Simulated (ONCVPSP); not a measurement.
# What one change does to a pseudopotential (Eu (Z = 63), ONCV)

```
Element                 : europium (Eu)
Generator               : ONCVPSP 4.0.1
Type                    : optimised norm-conserving Vanderbilt (ONCV)
Functional              : PBE
Relativity              : fully relativistic
Frozen core             : [Kr] 4d10 4f6
Valence charge          : 11
Reference configuration : 5s2 5p6 5d1 6s2
Partial waves           : 5s+6s: rc 2.55 bohr, ncon 4, nbas 7, qcut 5.9 1/bohr, 3 projectors, debl 3 Ha; 5p: rc 1.50 bohr, ncon 3, nbas 6, qcut 5.1 1/bohr, 2 projectors, debl 2 Ha; 5d: rc 3.30 bohr, ncon 4, nbas 9, qcut 5.6 1/bohr, 3 projectors, debl 2.1 Ha
Local potential         : polynomial inside 1.30 bohr (lpopt 5, dvloc0 0 Ha)
Core correction         : polynomial model core, fcfact 0.6
```

Open shells are filled in proportion to 2j + 1.

Change: d: qcut 3.3.

Cutoffs: the cutoffs (Ha) at which the residual kinetic energy of the hardest occupied pseudo-wave falls to 1 and 0.1 mHa per electron; they do not see the model core or the augmentation charge, which bear on the density cutoff. Errors are all-electron minus pseudo energies relative to the spin-unpolarised reference configuration.

How do hardness, ghosts and transferability respond?

The potential gets neither clearly harder nor softer (40 Ha and 68 Ha → 40 Ha and 68 Ha); the p channel sets the loose cutoff, while the largest relative change is in d, which becomes softer; of the 3 tests that both files solve, the error grows in 2 and shrinks in 0 by more than 15 % and 0.3 meV (median size 8.6 → 12.4 meV); the range in which the d5/2 phases agree narrows (upper end at the end of the scan → 0.7); the range in which the d3/2 phases agree narrows (upper end at the end of the scan → 0.7); neither file shows a bound ghost.

```csv
quantity,base,changed
"cutoff, loose",40 Ha,40 Ha
"cutoff, tight",68 Ha,68 Ha
loose cutoff by channel,"s 9.1 Ha, p 40 Ha, d 7.8 Ha","s 9.1 Ha, p 40 Ha, d 5.5 Ha"
bound ghosts,none,none
GHOST(+) flags under 300 eV,"s at 105.9 eV, p1/2 at 227.7 eV","s at 105.9 eV, d5/2 at 141.6 eV, d3/2 at 144.8 eV, p1/2 at 227.7 eV"
"tests counted as reliable (solved cleanly; for ONCVPSP, near-neutral configurations with less than one 5d electron left out)",3 of 4,3 of 4
"error for 5s2 5p6 5d1 6s1, meV [ΔE 6.55 eV]",-3.0,-3.3
"error for 5s2 5p6 5d1 6s0, meV [ΔE 18.48 eV]",-22,-29
"error for 5s2 5p6 5d2 6s1, meV [ΔE 1.61 eV]",-8.6,+12
s: phases at 2.59 bohr within 0.05 rad from the reference energy up to (Ha; the scan ends near 5),3.9,3.9
p3/2: phases at 1.52 bohr within 0.05 rad from the reference energy up to (Ha; the scan ends near 5),to the end of the scan,to the end of the scan
p1/2: phases at 1.52 bohr within 0.05 rad from the reference energy up to (Ha; the scan ends near 5),to the end of the scan,to the end of the scan
d5/2: phases at 3.34 bohr within 0.05 rad from the reference energy up to (Ha; the scan ends near 5),to the end of the scan,0.7
d3/2: phases at 3.34 bohr within 0.05 rad from the reference energy up to (Ha; the scan ends near 5),to the end of the scan,0.7
"rms error of d²Exc/dni dnj with the model core, mHa",2.09,2.19
```
